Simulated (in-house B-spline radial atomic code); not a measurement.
Configurations of Ce III (Ce2+), with energies counted from [Xe] 4f2. Level of theory: scalar-relativistic (X2C) Hartree-Fock, spin-polarised, averaged over the determinants with the given up and down occupations, Fermi nucleus of rms radius 4.8771 fm; calculated with a B-spline radial code for spherical atoms. Shells without spins written out take the highest spin.

Occupations are held fixed; configurations that lie above the ionisation limit could autoionise.

```
                                  configuration  E - E(ref) (eV)  highest orbital  its <r> (bohr)
                                   [Xe] 4f1 6p1           4.2578            6p up           4.482
         [Xe] 4f(0 up, 1 down) 6d(0 up, 1 down)           8.8904          6d down           6.234
[Kr] 4d10 4f(0 up, 3 down) 5s2 5p(3 up, 2 down)           23.561          4f down           1.225
                      [Kr] 4d10 4f2 5s2 5p5 6p1           23.917            6p up           4.512
 [Kr] 4d(4 up, 5 down) 4f(2 up, 1 down) 5s2 5p6           109.92            4f up           1.125
```

(1) Order these further configurations by energy, lowest first.
A. [Xe] 4f1 5d1
B. [Kr] 4d10 4f3 5s2 5p5
C. [Xe] 4f(1 up, 1 down)
D. [Kr] 4d9 4f2 5s2 5p6 6p1
E. [Kr] 4d9 4f2 5s2 5p6 5d1

(2) Is the reference the lowest configuration at this level of theory?

## Answers

(1) A (-0.79889 eV), C (0.84235 eV), B (21.994 eV), E (105.64 eV), D (110.88 eV).

(2) No: [Xe] 4f1 5d1 lies 0.7989 eV lower. Averages of configurations without correlation can order differently from the measured ground levels.
